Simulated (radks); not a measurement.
The numbers below are computed, except where a source is named.
Problem. Valence configurations of Ne+ (all share [He]). Level of theory: non-relativistic Kohn-Sham, PBE, spin-polarised, spherical densities, point nucleus; open shells are filled with parallel spins first (a radial shooting solver on a logarithmic mesh with Libxc functionals). Order these by energy: 2s1 2p6; 2s1.5 2p5.5; 2s2 2p5.

Solution. From the lowest, in eV above it: 2s2 2p5 0.000; 2s1.5 2p5.5 11.605; 2s1 2p6 23.187. NIST lists [He] 2s2 2p5 as the ground configuration; this level of theory agrees among the configurations tried. The energies are those of spherical high-spin densities, not of single terms.
